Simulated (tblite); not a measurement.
C5H7ClO2Si.
Z-matrix (Å and degrees, GFN2-xTB geometry), rows numbered from 1:
```
O 
C   1  1.2112
C   2  1.5075  1  122.53
C   3  1.4971  2  112.07  1   160.33
C   4  1.3235  3  122.26  2    12.74
O   5  1.3537  4  126.37  3    -0.02
C   6  1.4239  5  117.92  4    -0.59
Si  7  1.9379  2  108.49  1    80.11
Cl  8  2.0025  7  106.88  2    64.94
H   3  1.0936  2  108.69  1    36.86
H   3  1.0980  2  107.54  1   -78.08
H   4  1.0766  3  117.66  2  -167.03
H   5  1.0799  4  123.40  3  -179.79
H   7  1.0935  2  108.30  1   -37.20
H   8  1.4570  7  105.77  2  -178.41
H   8  1.4555  7  109.47  2   -54.77
```

Computed values, GFN2-xTB/tblite, gas phase, harmonic and unscaled. Errors from tens to a few hundred cm⁻¹ against measured bands are possible. Modes of hydrogen on silicon can be 10 to 20 % off. One conformer, not necessarily the lowest.

Harmonic wavenumbers (cm⁻¹): 34.2, 52.1, 71.9, 106.5, 136.1, 260.1, 399.0, 431.2, 462.6, 490.3, 514.9, 533.3, 552.4, 575.6, 651.8, 706.5, 745.0, 750.7, 791.1, 862.4, 907.6, 924.9, 973.6, 1008.6, 1072.7, 1119.7, 1133.3, 1175.0, 1246.3, 1272.2, 1304.3, 1326.4, 1428.3, 1730.7, 1735.7, 2314.3, 2334.6, 2896.0, 2937.6, 2967.5, 3086.9, 3117.6.

A = 1536, B = 1060, C = 917.2 MHz; mass 161.990 u (most abundant isotopes); point group C1, symmetry number 1.

Q: What is the zero-point energy?

A: Half the sum of the wavenumbers: 23571 cm⁻¹ = 67.39 kcal/mol.

Q: Entropy at 400 K, 1 bar (ideal gas, RRHO, classical rotation)?

A: Translation 42.64, rotation 30.63, vibration 40.15: S = 113.4 cal/(mol K).

Q: And Cp and H(400 K) − H(0)?

A: Cp = 46.64 cal/(mol K), of which vibrations give 38.69 (their classical limit is 42 R = 83.5); H(400 K) − H(0) = 11.13 kcal/mol without the zero-point energy, 7.95 from vibrations.

Q: What must be added to the electronic energy to get the Gibbs energy at 400 K and 1 bar?

A: ZPE + [H(400 K) − H(0)] − T·S = 67.39 + 11.13 − 45.37 = 33.15 kcal/mol.

Q: Blend soft modes into free rotors: weight 1/[1 + (100 cm⁻¹/ν̃)⁴] for the oscillator and the rest for a rotor with moment μB/(μ + B), μ = h/(8π²ν), B = 10⁻⁴⁴ kg m². What vibrational entropy results?

A: 35.38 cal/(mol K) in place of 40.15, which changes −T·S at 400 K by +1.91 kcal/mol.

Hindered rotation and anharmonicity are outside this model. Other conformers, if any are populated, would add a mixing term that is left out. The structure is chiral; the term R ln 2 for an equal mix with its mirror image is left out.

The run took 1.2 s of wall time on Arm Neoverse N1, one thread, no GPU, on a shared host. The figure is for the frequency step alone.
